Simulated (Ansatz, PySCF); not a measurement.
Molecule: sum formula BeHCl (charge 0, singlet). 
Coordinates optimised at B3LYP-D3(BJ)/def2-TZVP (Ansatz, an electronic-structure program):
```
Be
H 1 1.3227
Cl 1 1.8058 2 180.00
```

Dipole moments at this geometry, in debye (magnitudes).

```
level               program  dipole (D)
------------------  -------  ----------
SVWN5/def2-TZVPD     Ansatz        0.35
BLYP/def2-TZVPD       PySCF        0.35
PBE0/def2-TZVPD      Ansatz        0.47
r2SCAN0/def2-TZVPD   Ansatz        0.50
M06-2X/def2-TZVPD     PySCF        0.57
CCSD(T)/def2-SVPD    Ansatz        0.50
```
